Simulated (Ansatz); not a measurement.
```yaml
crystal:
  periodic: [false, false, false]
  atoms:
    - {symbol: Os, position_ang: [-0.953548, 0.327283, 1.249861]}
    - {symbol: Os, position_ang: [-1.274829, -0.387986, -0.895807]}
    - {symbol: Os, position_ang: [0.953036, -0.328257, -1.252609]}
    - {symbol: Os, position_ang: [1.275340, 0.388960, 0.898554]}
basis:
  gaussian: {orbitals: def2-mTZVPP}
total_charge: 1
magnetization: {spin_polarized: true, initial_magnetization: 1}
hamiltonian: {xc: {name: HF}}
correlation: {method: mp2, frozen_orbitals: {Os: 9}}
scf: {lower_state_search: light}
output: {forces: true}
```

```sh
$ ansatz run in.yaml --threads 4 --pin off --events-out ev --progress --plain --max-ram 3916MiB
```

Question: Predict how Ansatz answers.

Answer: The program refused the input.
```
Functional definition: HF
Error: the typed cores hold 36 orbitals of each spin, and the molecule has 32 alpha and 31 beta electrons, too few to fill them
```
